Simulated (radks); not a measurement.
Task: Successive ionisation energies (eV) of one element, from differences of total energies of ions in their ground configurations, starting at charge 22: 624.55, 669.01, 889.59, 933.80, 978.47, 1023.5, 1069.0, 1127.1, 1174.5, 1222.4, 1270.7, 1319.3, 1504.5, 1551.9, 1598.8, 1660.0, 1708.7, 1756.8, 1880.9, 1934.2, 3459.7, 3575.7. Method: non-relativistic Kohn-Sham, PBE, spin-polarised, spherical densities, point nucleus; open shells are filled with parallel spins first (spin-orbit coupling, left out, can overturn this in heavy ions); relativity is left out, which matters for an element this heavy; computed with a radial shooting solver on a logarithmic mesh with Libxc functionals. Which element is it?

Result: Ytterbium (Z = 70). The first species listed is Yb22+ in [Kr] 4d10 4f2, the last Yb43+ in [Ar] 3d9.
